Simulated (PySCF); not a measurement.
Species: (F)3Zr-O-SiH3 (singlet state).
Bonds: Zr1–F2, Zr1–F3, Zr1–F4, Zr1–O5, O5–Si6. Hydrogens: H7, H8, H9 on Si6.

Theory: PBE0-D3(BJ)/def2-SVP geometry optimisation, gas phase, def2 core potentials past Kr (PySCF 2.14.0).

(1) List the bond lengths and angles at this level.

## Answers

(1) 
| bond | length (Å) |
| --- | --- |
| Zr1–F2, Zr1–F3, Zr1–F4 | 1.903 |
| Zr1–O5 | 1.923 |
| O5–Si6 | 1.672 |
| Si6–H7, Si6–H8, Si6–H9 | 1.492 |

Bonds in one row agree within 0.01 Å and their mean is given. A selection of angles:
| angle | degrees |
| --- | --- |
| F2–Zr1–F3 | 110.0 |
| F2–Zr1–F4 | 108.5 |
| F2–Zr1–O5 | 110.5 |
| F3–Zr1–O5 | 108.7 |
| Zr1–O5–Si6 | 177.5 |
| O5–Si6–H7 | 109.3 |
| H7–Si6–H8 | 109.6 |

Zr1 (zirconium bonded to 3 F and O) is tetrahedral (angles from 108.5° to 110.5°). Si6 (silicon bonded to O and 3 H) is tetrahedral (angles from 109.2° to 109.7°). All 3 F–Zr bonds measure 1.902 to 1.903 Å.

Point group: near C3, missed by 0.12 Å at most; the miss may be what the optimiser left on a soft mode. No frequency check.

On Arm Neoverse V2, one thread (shared host), this took 2.8 min and 0.48 GiB of memory at its peak. That covers the optimisation of the geometry.
